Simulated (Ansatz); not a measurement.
Correlation energies of C$_{3}$H$_{5}$AlO by basis set

```xyz
10

C    -1.054    0.913   -0.690
C    -0.063    0.010   -0.054
C     0.893    0.263    0.876
Al    1.218   -1.577    0.650
O    -0.123   -1.304   -0.477
H    -0.914    0.903   -1.774
H    -0.961    1.932   -0.318
H    -2.064    0.541   -0.496
H     1.075    1.232    1.312
H     1.993   -2.912    0.971
```

Charge 0, multiplicity 1. The geometry is a stationary point of PBE0-D4/def2-TZVP. Frozen core, restricted reference, Ansatz. CBS rows extrapolate triple and quadruple zeta; past MP2 they add the triple-zeta difference.

```json
{"basis": "def2-SVP", "HF (Eh)": "-433.06619", "MP2 corr.": "-0.64134", "CCSD corr.": "-0.67947", "(T)": "-0.02347", "CCSD(T) total": "-433.76913"}
{"basis": "def2-TZVPP", "HF (Eh)": "-433.37724", "MP2 corr.": "-0.79318", "CCSD corr.": "-0.82139", "(T)": "-0.03689", "CCSD(T) total": "-434.23552"}
{"basis": "def2-QZVPP", "HF (Eh)": "-433.39332", "MP2 corr.": "-0.84893", "CCSD corr.": "–", "(T)": "–", "CCSD(T) total": "–"}
{"basis": "CBS(def2)", "HF (Eh)": "-433.39554", "MP2 corr.": "-0.89022", "CCSD corr.": "-0.91842", "(T)": "as TZ", "CCSD(T) total": "-434.35085"}
```
